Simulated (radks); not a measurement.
Results of a calculation; reference values are marked as such.
Q: These are the eigenvalues of the occupied orbitals of an atom or ion with whole-number occupations (hartree). Level of theory: scalar-relativistic Kohn-Sham, LDA (Slater exchange, Perdew-Wang correlation), spin-polarised, spherical densities, finite nucleus; Fermi nuclear charge, rms radius of each element as measured or else 0.836 A^(1/3) + 0.57 fm (a radial shooting solver on a logarithmic mesh with Libxc functionals).

| orbital | eigenvalue |
|---|---|
| 1s up | -2321.587 |
| 1s down | -2321.587 |
| 2s up | -395.3521 |
| 2s down | -395.3519 |
| 2p up | -348.0450 |
| 2p down | -348.0449 |
| 3s up | -89.66311 |
| 3s down | -89.66303 |
| 3p up | -75.46075 |
| 3p down | -75.46066 |
| 3d up | -58.35302 |
| 3d down | -58.35292 |
| 4s up | -17.91634 |
| 4s down | -17.91619 |
| 4p up | -13.25213 |
| 4p down | -13.25196 |
| 4d up | -7.16113 |
| 4d down | -7.16089 |
| 5s up | -2.36667 |
| 5s down | -2.36562 |
| 5p up | -1.28186 |
| 5p down | -1.28051 |
| 4f up | -0.47673 |
| 4f down | -0.47623 |
| 6s up | -0.23189 |
| 6s down | -0.21847 |
| 6p up | -0.08812 |

Which element is it, and in what charge state? The configuration may be excited. Open shells, if any, are filled with parallel spins first.

A: Z = 71, lutetium, charge 0: Lu in [Xe] 4f14 6s2 6p1. The list shows which subshells hold electrons but not how many an open one holds; the 1s level, -2321.6 hartree, gives Z - s = 68.1 by -(Z - s)^2/2, which with screening and relativity narrows Z to a few neighbours, and the depths of the outer levels then fix element, charge and occupations together.
